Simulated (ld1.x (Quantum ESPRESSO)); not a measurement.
The numbers below are computed, except where a source is named.
# Potentials for aluminium compared

Generated with ld1.x 7.5 (TM, RRKJ, ultrasoft, PAW), atompaw 4.2 or ONCVPSP 4.0.1. The cutoff is in Ry: for ld1.x and atompaw files where the sum of valence levels is converged to 10 mRy in a Bessel basis, for ONCV files where the hardest occupied wave has 1 mHa per electron of residual kinetic energy. The error is the largest all-electron minus pseudo excitation energy over each file’s own four to seven test configurations (ionisations up to +4, promotions, holes and added fractions of an electron), all of which were solved. The labels leave out finer settings (local radius, basis sizes, second energies), which also bear on the numbers. Spin-polarised tests are not counted. The rows are a selection from randomly drawn settings: files with unsolved tests, undetermined cutoffs or missed reference levels are left out.

| potential | cutoff (Ry) | largest error (meV) | bound ghosts |
| --- | --- | --- | --- |
| ultrasoft, PBEsol, scalar-relativistic, rc 2.30/2.75/2.80 (spd), local smoothed, core correction no, reference 3s2 3p1 | 6 | +13 | none |
| PAW, PBE, scalar-relativistic, rc 2.15/2.25/2.05 (spd), local smoothed, core correction yes, reference 3s2 3p0.75 | 6 | -13 | none |
| ultrasoft, PBE, scalar-relativistic, rc 2.10/2.05/2.15 (spd), local smoothed, core correction yes, reference 3s2 3p1 | 6 | +6.6 | none |
| ultrasoft, PBE, scalar-relativistic, rc 2.45/2.20 (sp), local smoothed, core correction no, reference 3s2 3p1 | 6 | +61 | none |
| PAW, LDA (PZ), scalar-relativistic, rc 2.15/1.95/1.65 (spd), local smoothed, core correction yes, reference 3s2 3p0.75 | 6 | -24 | none |
| PAW, PBE, scalar-relativistic, rc 2.30/2.30/2.50 (spd), local smoothed, core correction yes, reference 3s2 3p0.5 | 6 | -16 | none |
| TM, LDA (PZ), scalar-relativistic, rc 1.90/1.75 (sp), local smoothed, core correction no, reference 3s1.75 3p1.25 | 12 | +80 | none |

Question: Fill in the row for Al: RRKJ, Wu–Cohen, scalar-relativistic, rc 1.95/2.95/2.45 (spd), local s, core correction yes, reference 3s2 3p1.

Answer: cutoff 10 Ry, largest error -14 meV, bound ghosts: none.
